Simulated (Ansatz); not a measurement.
`C=C[CH2][GeH2][F]` + H–F → `[F][GeH2][F]` + propene at 500 K and 1 bar (ligand exchange at a Ge–C bond).

Gas-phase electronic energies from Ansatz, PBE0-D4/def2-TZVP geometries. CBS: MP2 limit from def2 TZ/QZ plus the TZ coupled-cluster correction, frozen cores. This one scheme is used for every species. For Ge outer-core shells are correlated without core-valence functions, which leaves a few kJ/mol of doubt a bond. Scalar relativity is left out up to krypton. One conformer a species, not always the lowest.

```csv
species,CCSD(T)/CBS energy (Eh),H − E (kJ/mol),S (J/(mol·K))
`C=C[CH2][GeH2][F]`,-2294.28873,280.6,424.5
H–F,-100.39570,39.4,188.7
`[F][GeH2][F]`,-2276.96403,81.0,313.2
`C=CC`,-117.74610,238.4,304.6
```

H − E and S are ideal-gas, rigid-rotor, harmonic terms from PBE0-D4/def2-TZVP, for one conformer and one mirror image of each species. 1 Eh = 2625.50 kJ/mol, R = 8.31446 J/(mol·K).

By hand: ΔE, ΔH, ΔS and ΔG.

ΔE = (-2276.96403) + (-117.74610) − (-2294.28873) − (-100.39570) = -0.02570 Eh = -67.5 kJ/mol. Δ(H − E) = 81.0 + 238.4 − 280.6 − 39.4 = -0.6, so ΔH = -68.1 kJ/mol. ΔS = 313.2 + 304.6 − 424.5 − 188.7 = 4.6 J/(mol·K). ΔG = -68.1 − 500 × (4.6)/1000 = -70.4 kJ/mol.

By hand: the equilibrium constant, and the temperature at which ΔG would vanish if ΔH and ΔS stayed fixed.

log₁₀ K = −ΔG/(RT ln 10) = 7.4. ΔH and −TΔS have one sign here, so there is no such temperature. One of them is within its doubt of zero, so this could turn.

The number of gas molecules stays the same, so ΔS is small and ΔH decides. A doubt of 5 kJ/mol in ΔE shifts log₁₀ K by 0.5 here. Other conformers and mirror images would add mixing entropy, several J/(mol·K) or more a flexible species. Modes under 60 cm⁻¹, often nearly free rotors, make the harmonic entropy too high. These are equilibria of isolated gas molecules and say nothing of rates. Largest T1 diagnostic: 0.012 (customary marks: 0.02 for closed shells, 0.045 for open ones).
